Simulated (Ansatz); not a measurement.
The first iterations of a band of C$_{3}$H$_{12}$OSi$_{2}$ (18 atoms, charge 0, multiplicity 1).

Computed with RKS PBE0/6-31G (Ansatz).

* movable images: 7
* climbing image: yes
* spring: 5.0 eV/Å²
* optimiser: quadratic models (default)
* start path: IDPP
* force threshold: 0.03 eV/Å
* iteration limit: 16
* end points: relaxed

Image 0:

```xyz
18
Properties=species:S:1:pos:R:3
C -1.253 -1.644 -0.860
Si -0.718 -0.552 0.613
Si -1.521 1.662 0.395
C 1.193 -0.556 0.885
C 1.911 0.420 -0.026
O 1.429 0.176 -1.371
H -2.338 -1.620 -0.998
H -0.759 -1.281 -1.765
H -0.949 -2.682 -0.689
H -1.338 -1.114 1.877
H -1.200 2.488 1.617
H -0.924 2.372 -0.793
H -3.019 1.679 0.228
H 1.406 -0.317 1.934
H 1.553 -1.576 0.700
H 1.691 1.454 0.281
H 3.001 0.278 0.022
H 1.797 0.823 -1.999
```

Image 8:

```xyz
18
Properties=species:S:1:pos:R:3
C -1.235 -1.467 -0.988
Si -0.736 -0.483 0.576
Si -1.560 1.729 0.497
C 1.171 -0.490 0.882
C 1.936 0.446 -0.045
O 1.583 0.258 -1.439
H -2.324 -1.533 -1.072
H -0.840 -0.968 -1.877
H -0.835 -2.486 -0.943
H -1.364 -1.156 1.778
H -1.207 2.479 1.757
H -0.998 2.498 -0.667
H -3.062 1.732 0.375
H 1.354 -0.212 1.929
H 1.529 -1.524 0.768
H 1.682 1.489 0.161
H 3.023 0.336 0.092
H 1.846 -0.635 -1.730
```

| iteration | highest image above the first end (eV) | largest band force component (eV/Å) |
| --- | --- | --- |
| 1 | 0.159 | 0.758 |
| 2 | 0.084 | 0.423 |

Problem. Does the band converge within its limit, and where does its top end?

Solution. The forces met the threshold. It ended after 7 iterations with the highest image 0.068 eV above the first end. A vibrational analysis at the climbing image gives one clearly imaginary mode, 316i cm⁻¹: a first-order saddle point. Limits of this set-up: no polarisation functions.

Time of the run: 8.8 min on 1 CPU thread of a shared host.
